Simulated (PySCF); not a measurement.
Species: CH₇ClSi₂.
InChI=1S/CH7ClSi2/c1-4(2)3/h4H,1,3H3/t4-/m1/s1

Level of theory: PBE0-D3(BJ)/def2-SVP geometry optimisation, gas phase in PySCF.

Take the most abundant isotopes and a rigid rotor. 

Task: What are A, B and C (MHz)?

Result: Ia = 134.42, Ib = 233.28, Ic = 331.57 u·Å²; 505379 MHz·u·Å²/I gives A = 3760, B = 2166, C = 1524 MHz.

Task: What kind of rotor is it?

Result: An asymmetric top: κ = (2 × 2166 − 3760 − 1524)/(3760 − 1524) = -0.43.

Task: What does the inertial defect say?

Result: Not planar: Δ = Ic − Ia − Ib = -36.13 u·Å². For a rigid frame Δ = −2 Σ m c², so Σ m c² = 18.07 u·Å² lies off the ab plane: 9.04 from hydrogen and 9.02 from heavier atoms. The atom farthest from that plane is 1.95 Å away.

Task: Give the coordinates in the principal-axis frame, origin at the centre of mass.

Result: The sense of each axis is arbitrary; atoms in the order of the calculation.
```
atom  mass (u)   a (Å)   b (Å)   c (Å)
  C1    12.000  -0.319  -2.120  -0.389
 Si2    27.977  -0.065  -0.477   0.471
 Si3    27.977   1.957   0.547  -0.123
 Cl4    34.969  -1.574   0.836  -0.129
  H5     1.008   0.466  -2.832  -0.087
  H6     1.008  -0.276  -1.995  -1.481
  H7     1.008  -1.298  -2.548  -0.126
  H8     1.008  -0.179  -0.639   1.951
  H9     1.008   3.119  -0.317   0.259
 H10     1.008   1.976   0.748  -1.605
 H11     1.008   2.091   1.872   0.553
```

Task: List the rotational levels J(Ka,Kc) to J = 5 (cm⁻¹).

Result: Above 0(0,0):
J = 1: 1(0,1) 0.1231, 1(1,1) 0.1763, 1(1,0) 0.1977
J = 2: 2(0,2) 0.3640, 2(1,2) 0.4010, 2(1,1) 0.4653, 2(2,1) 0.6248, 2(2,0) 0.6300
J = 3: 3(0,3) 0.7140, 3(1,3) 0.7353, 3(1,2) 0.8629, 3(2,2) 0.9941, 3(2,1) 1.0187, 3(3,1) 1.3164, 3(3,0) 1.3172
J = 4: 4(0,4) 1.1660, 4(1,4) 1.1763, 4(1,3) 1.3848, 4(2,3) 1.4823, 4(2,2) 1.5472, 4(3,2) 1.8173, 4(3,1) 1.8230, 4(4,1) 2.2570, 4(4,0) 2.2571
J = 5: 5(0,5) 1.7176, 5(1,5) 1.7221, 5(1,4) 2.0223, 5(2,4) 2.0862, 5(2,3) 2.2141, 5(3,3) 2.4439, 5(3,2) 2.4650, 5(4,2) 2.8842, 5(4,1) 2.8852, 5(5,1) 3.4482, 5(5,0) 3.4482
The levels of one J sum to (2J + 1)J(J + 1)(A + B + C)/3.

Task: Which types of transition are allowed, and where do some lines up to J = 3 fall?

Result: The dipole components are |μa| = 0.86 D, |μb| = 1.65 D, |μc| = 0.06 D. Intensities carry the squares of the components, which stand as 0.27 : 1.00 : 0.00 (a : b : c). Some of the stronger lines:

```csv
type,branch,"J(Ka,Kc)",MHz,lower level (cm⁻¹)
a,Q,"3(2,1) ← 3(2,2)",737,0.994
a,Q,"2(1,1) ← 2(1,2)",1926,0.401
b,Q,"1(1,0) ← 1(0,1)",2236,0.123
b,Q,"2(1,1) ← 2(0,2)",3036,0.364
a,R,"1(0,1) ← 0(0,0)",3691,0.000
a,Q,"3(1,2) ← 3(1,3)",3828,0.735
b,Q,"3(2,1) ← 3(1,2)",4668,0.863
b,R,"1(1,1) ← 0(0,0)",5284,0.000
b,R,"2(0,2) ← 1(1,1)",5629,0.176
a,R,"2(1,2) ← 1(1,1)",6739,0.176
b,R,"3(1,2) ← 2(2,1)",7140,0.625
a,R,"2(0,2) ← 1(0,1)",7223,0.123
b,Q,"3(2,2) ← 3(1,3)",7759,0.735
b,R,"2(1,2) ← 1(0,1)",8332,0.123
b,R,"3(0,3) ← 2(1,2)",9384,0.401
b,Q,"3(3,1) ← 3(2,2)",9662,0.994
a,R,"3(1,3) ← 2(1,2)",10019,0.401
a,R,"3(0,3) ← 2(0,2)",10493,0.364
a,R,"3(2,2) ← 2(2,1)",11072,0.625
a,R,"3(2,1) ← 2(2,0)",11650,0.630
b,R,"2(2,0) ← 1(1,1)",13604,0.176
b,R,"3(2,2) ← 2(1,1)",15852,0.465
```

Task: Estimate the classical rotational partition function at 50 K, 200 K and 500 K.

Result: Point group C1, symmetry number σ = 1; q = (√π/σ)·√((kT/h)³/(ABC)), k/h = 20836.6 MHz/K: 16900 at 50 K, 135000 at 200 K, 535000 at 500 K.

PBE0-D3(BJ)/def2-SVP frequencies: not computed here. No vibrational averaging or centrifugal distortion is included, and the geometry carries the error of its method. A rigid rotor knows nothing of internal rotation, which can split or shift real lines. Quadrupole hyperfine structure (35Cl) is left out.
